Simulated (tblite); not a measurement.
Compound: C5H9OPSi.
SMILES with atom numbers: `[CH:1]#[C:2][Si@@H:3]([PH2:4])[O:5]/[CH:6]=[CH:7]\[CH3:8]` (hydrogens: H9 on C1; H10 on Si3; H11, H12 on P4; H13 on C6; H14 on C7; H15, H16, H17 on C8)

Computed geometry: GFN2-xTB, gas phase.

(1) List the bond lengths, angles and torsions at this level.

Results:

(1) 
```tsv
bond	length (pm)
C1≡C2	120.3
C2–Si3	186.0
Si3–P4	223.7
Si3–O5	162.2
O5–C6	135.5
C6=C7	132.5
C7–C8	149.3
C1–H9	105.2
Si3–H10	147.1
P4–H11, P4–H12	138.4
C6–H13	108.3
C7–H14	107.9
C8–H15, C8–H16, C8–H17	108.8
```

Bonds in one row agree within 1 pm and their mean is given. A selection of angles:
```tsv
angle	degrees
C2–C1–H9	179.2
C1–C2–Si3	176.8
C2–Si3–P4	111.9
C2–Si3–O5	111.6
C2–Si3–H10	105.8
P4–Si3–O5	100.3
P4–Si3–H10	115.7
O5–Si3–H10	111.8
Si3–P4–H11	94.5
H11–P4–H12	92.0
Si3–O5–C6	131.1
O5–C6–C7	122.5
O5–C6–H13	115.3
C7–C6–H13	122.2
C6–C7–C8	124.4
C6–C7–H14	118.4
C8–C7–H14	117.2
C7–C8–H15	110.4
H15–C8–H16	109.0
H16–C8–H17	107.7
```

Torsions: C2–Si3–O5–C6 62° (synclinal); Si3–O5–C6–C7 -163° (antiperiplanar); O5–C6–C7–C8 1° (synperiplanar).

The C–C distances run from 1.203 Å (C1≡C2, drawn triple) to 1.493 Å (C7–C8, drawn single), a spread of 0.290 Å. Of the pairs four or more bonds apart, O5···H15 is among the closest relative to their van der Waals radii: 2.47 Å, 91 % of the sum of Bondi's values. P4 (three-coordinate phosphorus) is pyramidal (angles 94.5°, 94.4° and 92.0°, sum 280.9°, 0.84 Å off the plane of its three neighbours). O5 (silyl ether oxygen) is bent (angle 131.1°). Si3 (oxygen-bound silicon) is distorted tetrahedral (angles from 100.3° to 115.7°).

Point group: C1 (no symmetry element, even within 0.4 Å). GFN2-xTB frequencies show an imaginary mode (53i cm⁻¹), so the point is no minimum at that level. Torsions: C2–Si3–P4–H -17° and -109°, C2–Si3–O5–C6 62°, Si3–O5–C6–C7 -163°. 3 starts were optimised and ended at 0.00, 0.61 and 2.04 kcal/mol (GFN2-xTB); the lowest of these is shown.
